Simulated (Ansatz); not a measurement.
C2H6AlNSe can be A, `[CH3][AlH][C](=N)[SeH]`, or B, `C=[N][Al]([CH3])[SeH]`.

Calculated with Ansatz (gas phase, PBE0-D4/def2-TZVP geometries, no zero-point term in ΔE). CBS: MP2 limit from def2 TZ/QZ plus the TZ coupled-cluster correction, frozen cores. DFT in def2-TZVPP. B3LYP here is the variant with VWN-RPA as its local correlation; programs differ in this. For Se outer-core shells are correlated without core-valence functions, which leaves a few kJ/mol of doubt a bond. Scalar relativity is left out up to krypton. Each species was taken in one conformer, which may not be the lowest.

(1) Which isomer does CCSD(T)/CBS put lower? Give the gap. (Estimate.)

(2) Give E(B) − E(A) in kJ/mol with CCSD(T)/def2-TZVPP, B3LYP, CCSD/def2-TZVPP, MP2/def2-TZVPP, PBE-D4, HF/def2-TZVPP, PBE0-D4. (Estimate.)

Largest T1 diagnostic: 0.012.

Answers

(1) Computed: B, by 215.5 kJ/mol.

(2) The calculation gave: CCSD(T)/def2-TZVPP -213.2, B3LYP -216.0, CCSD/def2-TZVPP -220.1, MP2/def2-TZVPP -217.5, PBE-D4 -196.3, HF/def2-TZVPP -244.8, PBE0-D4 -211.2. None reverses the order clearly.

In def2-TZVPP, CCSD(T) changes the Hartree–Fock value by +31.6 kJ/mol (the triples alone add +7.0 kJ/mol) and MP2 by +27.3 kJ/mol. From PBE to PBE0 (25 % exact exchange), in def2-TZVPP and without D4, E(B) − E(A) moves by −14.3 kJ/mol.
